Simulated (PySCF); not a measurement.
Compound: C3H8N2OSi.
Atom-mapped SMILES: `[O:1]=[CH:2][N:3]1[CH2:4][CH2:5][NH:6][SiH2:7]1` (hydrogens: H8 on C2; H9, H10 on C4; H11, H12 on C5; H13 on N6; H14, H15 on Si7)

All values: wB97X-D/def2-SVPD (PySCF, non-relativistic), on one gas-phase PBE0-D3(BJ)/def2-SVP geometry that isn't relaxed in the solvent. The solvent is an IEF-PCM continuum (cavity from Bondi-type radii × 1.2), and excitations are vertical TDDFT with non-equilibrium linear response and a frozen core. The model holds no explicit solvent molecules, cavitation or dispersion.

Gas-phase singlets (H = HOMO, L = LUMO):

```csv
state,E (eV),λ (nm),f,leading configurations
S1,5.551,223,0.001,"H-2→L+1 78%, H-1→L+1 12%"
S2,6.238,199,0.006,H→L 76%
S3,6.697,185,0.061,"H→L+2 34%, H→L+1 23%, H-1→L+1 13%"
S4,6.768,183,0.123,"H→L+2 36%, H-1→L+1 30%, H→L+1 13%"
S5,7.040,176,0.001,"H-1→L 45%, H-1→L+2 23%"
```

Problem. Give the list for acetonitrile (ε = 35.69), n² = 1.81.

Solution. 
```tsv
state	E (eV)	λ (nm)	f	leading configurations	change by rank (eV)
S1	5.788	214	0.002	H-2→L 91%	+0.237
S2	6.221	199	0.013	H→L+1 84%	-0.017
S3	6.577	189	0.180	H→L 48%, H-1→L 35%	-0.120
S4	6.726	184	0.062	H→L+2 57%, H→L+3 16%, H-1→L 15%	-0.042
S5	7.001	177	0.016	H→L 45%, H-1→L 39%	-0.039
```

Problem. How do the frontier levels move from gas to acetonitrile?

Solution. 
```
orbital  gas (eV)  solvent (eV)  change (eV)                    Löwdin shares, gas                 Löwdin shares, solvent
 LUMO+2      2.22          2.35        +0.13    Si7 25 %, C5 10 %, C4 9 %, H14 8 %     Si7 30 %, C2 14 %, H14 9 %, O1 8 %
 LUMO+1      1.95          2.12        +0.17     C2 34 %, O1 23 %, N3 14 %, H8 8 %  Si7 42 %, H15 12 %, H14 10 %, H13 8 %
   LUMO      1.85          1.88        +0.03   Si7 36 %, H13 11 %, C5 8 %, H14 8 %      C2 38 %, O1 24 %, N3 16 %, H8 7 %
   HOMO     -8.98         -8.73        +0.25     N6 51 %, C5 11 %, N3 7 %, Si7 6 %     N6 54 %, C5 12 %, Si7 7 %, H12 6 %
 HOMO-1     -9.37         -9.40        -0.03     N3 32 %, O1 25 %, Si7 8 %, C2 6 %      N3 37 %, O1 20 %, C4 8 %, Si7 8 %
 HOMO-2     -9.59         -9.89        -0.30      O1 62 %, C2 14 %, N3 9 %, H8 7 %       O1 64 %, C2 15 %, H8 8 %, N3 7 %
 HOMO-3    -11.85        -11.79        +0.06  Si7 30 %, H14 19 %, H15 14 %, O1 9 %   Si7 27 %, H14 19 %, C5 11 %, N6 10 %
```

The HOMO–LUMO gap goes from 10.83 to 10.61 eV. Rows go by rank; for HOMO-3, LUMO, LUMO+1 and LUMO+2 the atom shares or the degeneracy differ between the runs, so the row needn't follow one orbital.

The run took 38 s wall on Arm Neoverse V1, one thread, shared host with 32 logical CPUs at a one-minute load of 16, and the process peaked at 1.0 GiB of memory. This is the whole response run at wB97X-D/def2-SVPD in acetonitrile, SCF included.
